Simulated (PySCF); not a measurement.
C₄H₄F₃O₂ (doublet state).
Z-matrix (Å and degrees, GFN2-xTB geometry), rows numbered from 1:
```
C 
C   1  1.5119
O   2  1.2247  1  122.87
C   2  1.4300  1  113.56  3   179.88
O   4  1.3604  2  127.37  1  -179.74
C   5  1.3471  4  122.96  2    -0.10
F   6  1.3275  5  113.79  4    62.99
F   6  1.3273  5  113.84  4   -62.54
F   6  1.3342  5  106.41  4  -179.79
H   1  1.0874  2  110.28  3   121.05
H   1  1.0859  2  109.03  3     0.76
H   1  1.0876  2  110.13  3  -119.30
H   4  1.0783  2  122.55  1     0.07
```

The hyperfine couplings belong to this conformer and change with its torsions.

The species is `CC(=O)[CH]OC(F)(F)F` [radical].

Computed with UKS B3LYP, pcH-1 on C F H O, non-relativistic, mean-field spin-orbit, GIAO in PySCF. One conformer (not necessarily the lowest) at the GFN2-xTB geometry, without solvent, vibrations or thermal averaging. Couplings are sensitive to structure, and on GFN2-xTB geometries they can be far from those on DFT ones. Stability of the SCF solution: not tested.

The isotropic 17O couplings are -18.5, -15.9 MHz. Assign them to O3; O5.

| site | a_iso (MHz) | ρ(0) (bohr⁻³) | position | distance from C4 (Å) | spin population | largest \|T\| (MHz) |
| --- | --- | --- | --- | --- | --- | --- |
| O3 | -18.5 | +0.0305 | 2 bonds from C4 | 2.34 | +0.28 | 88.1 |
| O5 | -15.9 | +0.0262 | 1 bond from C4 | 1.36 | +0.09 | 49.4 |

Match the computed a_iso(1H) values -52.0, +2.4 MHz (means over equivalent nuclei) with the sites H10/H11/H12; H13.

```csv
site,a_iso (MHz),ρ(0) (bohr⁻³),position,distance from C4 (Å),bound to,spin population there,largest |T| (MHz)
H10/H11/H12,+2.4,+0.0005,"γ, 3 bonds from C4",2.95,C1,0.00,4.3
H13,-52.0,-0.0116,"α, 1 bond from C4",1.08,C4,+0.74,31.5
```

ρ(0) is the spin density at the nucleus and T the dipolar tensor; entries for several nuclei are means. The largest Mulliken spin populations are on C4 (+0.74), O3 (+0.28), O5 (+0.09) and C2 (-0.08). The positive populations add up to 1.12 and the negative ones to -0.12, together 2S = 1. The angles at C4 add up to 360.0°, so it is planar; its axial dipolar tensor and the negative coupling of its proton fit spin in a p orbital normal to that plane.

Nuclei that the bonding pattern makes equivalent are averaged, as if the motion that swaps them (rotation, inversion, ring flip) were fast. The three 19F nuclei of mean +10.3 MHz run from -2.3 to 16.8 MHz in the frozen geometry. The three 1H nuclei of mean +2.4 MHz run from -2.3 to 4.9 MHz in the frozen geometry.
